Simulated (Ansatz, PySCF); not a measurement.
Spin states of F3Re (SMILES [F][Re]([F])[F]), each relaxed with B3LYP-D3(BJ)/def2-TZVP.
State 1 (charge 0, multiplicity 3):
```xyz
4

Re    -0.014     0.017    -0.014
F     -1.548    -0.978    -0.020
F     -0.016     1.704    -0.721
F      1.520    -0.676     0.700
```
State 2 (charge 0, multiplicity 1):
```xyz
4

Re     0.13313    -0.05078     0.05493
F     -1.56808    -0.70341    -0.14017
F     -0.25909     1.55927    -0.72737
F      1.63605    -0.73801     0.75657
```

Singlets are restricted, other states unrestricted; no spin–orbit coupling, no relativity up to Kr; see below for the cores. The largest T1 diagnostic is 0.027.

The values were computed with Ansatz (Gaussian basis) for Hartree–Fock, density functionals and correlated methods; PySCF for the dispersion terms.  In def2 rows elements past Kr take small-core potentials, without spin–orbit coupling.

Problem. One of these levels gives 71.0 kJ/mol for the energy of the multiplicity-1 state less that of the multiplicity-3 state. Which?
A) B3LYP-D4/def2-TZVPP
B) BLYP-D4/def2-TZVPP
C) r2SCAN-D4/def2-TZVPP

Solution. B, BLYP-D4/def2-TZVPP. The others give 101.7 (r2SCAN-D4/def2-TZVPP), 80.3 (B3LYP-D4/def2-TZVPP)

Ansatz is a quantum-chemistry and plane-wave program.
